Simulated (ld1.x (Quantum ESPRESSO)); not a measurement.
# Reading a pseudo-wave (Os)

Columns: radius, all-electron u(r) and pseudo u(r) of the 5p shell (level -54.98 eV) of osmium in the configuration [Kr] 4d10 4f14 5s2 5p6 5d6 6s1.5 6p0; LDA (PZ), scalar-relativistic, TM semilocal scheme, ld1.x (Quantum ESPRESSO) 7.5.

| r (bohr) | all-electron | pseudo |
| --- | --- | --- |
| 0.130 | -0.3760 | -0.0320 |
| 0.260 | 0.2582 | -0.1256 |
| 0.390 | 0.5539 | -0.2738 |
| 0.520 | 0.1237 | -0.4632 |
| 0.650 | -0.4311 | -0.6716 |
| 0.780 | -0.8299 | -0.8652 |
| 0.910 | -1.0324 | -1.0043 |
| 1.040 | -1.0817 | -1.0590 |
| 1.170 | -1.0344 | -1.0273 |
| 1.300 | -0.9352 | -0.9345 |
| 1.430 | -0.8152 | -0.8151 |
| 1.560 | -0.6927 | -0.6927 |
| 1.690 | -0.5781 | -0.5781 |
| 1.820 | -0.4760 | -0.4760 |
| 1.950 | -0.3880 | -0.3880 |
| 2.080 | -0.3138 | -0.3138 |
| 2.210 | -0.2522 | -0.2522 |
| 2.340 | -0.2018 | -0.2018 |
| 2.470 | -0.1608 | -0.1608 |
| 2.600 | -0.1276 | -0.1276 |
| 2.730 | -0.1011 | -0.1011 |
| 2.860 | -0.0799 | -0.0799 |
| 2.990 | -0.0629 | -0.0629 |
| 3.120 | -0.0496 | -0.0496 |
| 3.250 | -0.0389 | -0.0389 |
| 3.380 | -0.0306 | -0.0306 |

Problem. How many radial nodes do the two functions have?

Solution. The all-electron 5p function has n − l − 1 = 3 (the table is too coarse to show those close to the nucleus); the pseudo-wave has 0, since the states of the same l below it are removed with the core.

Problem. At about which radius was the pseudo-wave matched?

Solution. 1.50 bohr, where the columns begin to agree (steps of 0.13 bohr).

Problem. Is the pseudo-wave norm-conserving?

Solution. Yes: the TM semilocal scheme keeps the norm inside the radius equal to the all-electron one, which fixes the energy derivative of the logarithmic derivative at the level.
